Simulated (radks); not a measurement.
Question: Ni+, configuration [Ar] 3d6.5 4p2.5 (fractional occupations, a model configuration). Calculated with a radial shooting solver on a logarithmic mesh with Libxc functionals: Dirac Kohn-Sham, PBE, spin-unpolarised, spherical densities, finite nucleus; open shells are shared between the two j in proportion to 2j + 1; Fermi nuclear charge, rms radius 3.7757 fm. Some entries of the table are withheld. Estimate them.

| orbital | occ. | eigenvalue (hartree) | <1/r> (bohr^-1) |
|---|---|---|---|
| 1s1/2 | 2 | -302.6128 | 28.09 |
| 2s1/2 | 2 | -37.00323 | 6.097 |
| 2p1/2 | 2 | (1) | (2) |
| 2p3/2 | 4 | (3) | (4) |
| 3s1/2 | 2 | -4.95467 | 1.942 |
| 3p1/2 | 2 | -3.54193 | 1.819 |
| 3p3/2 | 4 | -3.45828 | 1.790 |
| 3d3/2 | 2.6 | -1.14758 | 1.476 |
| 3d5/2 | 3.9 | -1.13735 | 1.469 |
| 4p1/2 | 0.833333 | -0.41092 | 0.4668 |
| 4p3/2 | 1.66667 | -0.40507 | 0.4613 |

Answer: 
(1) 2p1/2 eigenvalue (hartree): -32.39067
(2) 2p1/2 <1/r> (bohr^-1): 6.048
(3) 2p3/2 eigenvalue (hartree): -31.74857
(4) 2p3/2 <1/r> (bohr^-1): 5.923
